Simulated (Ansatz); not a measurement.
One change: `C[B]1[O][GeH2]1` becomes `[BH]1[O][GeH2]1`.

Ansatz, PBE0-D4/def2-TZVP geometries, multiplicity 1. 

Scalar relativity is left out up to krypton.

| property | `C[B]1[O][GeH2]1` |
| --- | --- |
| size of the dipole moment (ωB97M-V/def2-TZVPP) / D | 1.91 |
| LUMO energy (PBE/def2-TZVPP) / eV | -1.83 |
| HOMO energy (ωB97M-V/def2-TZVPP) / eV | -8.79 |
| HOMO energy (PBE/def2-TZVPP) / eV | -5.68 |
| HOMO–LUMO gap (ωB97M-V/def2-TZVPP) / eV | 9.59 |
| LUMO energy (PBE0/def2-TZVPP) / eV | -1.04 |

Question: What does the change do to each property? (Estimate.)

Answer: Ansatz gave: 
```csv
property,`[BH]1[O][GeH2]1`,shift
size of the dipole moment (ωB97M-V/def2-TZVPP) / D,1.60,-0.31
LUMO energy (PBE/def2-TZVPP) / eV,-2.06,-0.23
HOMO energy (ωB97M-V/def2-TZVPP) / eV,-9.10,-0.31
HOMO energy (PBE/def2-TZVPP) / eV,-5.98,-0.30
HOMO–LUMO gap (ωB97M-V/def2-TZVPP) / eV,9.74,0.15
LUMO energy (PBE0/def2-TZVPP) / eV,-1.25,-0.21
```

With PBE0 the HOMO falls by 0.31 eV and the LUMO falls by 0.21 eV, so the gap widens by about 0.10 eV. PBE moves the HOMO by -0.30 eV and ωB97M-V by -0.31 eV. The zero-point energy changes by -74.5 kJ/mol with -9 modes. Dipoles are sizes alone; their direction can turn.
